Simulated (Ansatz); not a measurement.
`C[CH2][Ge][Cl]` + `OC1=NCC1` → `C[CH2][Ge][OH]` + `ClC1=NCC1`  (formal exchange of groups at a Ge–Cl bond)

Program: Ansatz. Geometries: PBE0-D4/def2-TZVP. ΔE: electronic, gas phase. CBS: MP2 limit from def2 TZ/QZ plus the TZ coupled-cluster correction, frozen cores. DFT in def2-TZVPP. For Ge outer-core shells are correlated without core-valence functions, which leaves a few kJ/mol of doubt a bond. Scalar relativity is left out up to krypton. One conformer a species, not always the lowest.

CCSD(T)/CBS gives +15.7 kcal/mol.

(1) Another level gave +16.5 kcal/mol. Which?
A. BHLYP-D4/def2-TZVPP
B. BLYP-D4/def2-TZVPP
C. PBE-D4/def2-TZVPP
D. r2SCANh-D4/def2-TZVPP

(2) What do rigid-rotor, harmonic-oscillator terms from PBE0-D4/def2-TZVP frequencies (298.15 K, 1 bar) make of the CCSD(T)/CBS value? (An estimate is asked.)

Largest T1 diagnostic among the species: 0.014.

Results:

(1) C. PBE-D4 16.5, BHLYP-D4 19.7, r2SCANh-D4 17.7, BLYP-D4 15.5 kcal/mol.

(2) Computed: ΔZPE = -1.1 kcal/mol, ΔH = +14.6 kcal/mol, ΔS = -8 J/(mol·K), ΔG = +15.2 kcal/mol. Modes under 50 cm⁻¹ make the entropy rough.

At CCSD(T), def2-SVP lies +2.8 kcal/mol from the extrapolated value and def2-TZVPP −0.3 kcal/mol. From PBE to PBE0 (25 % exact exchange), in def2-TZVPP and without D4, ΔE moves by +2.1 kcal/mol.
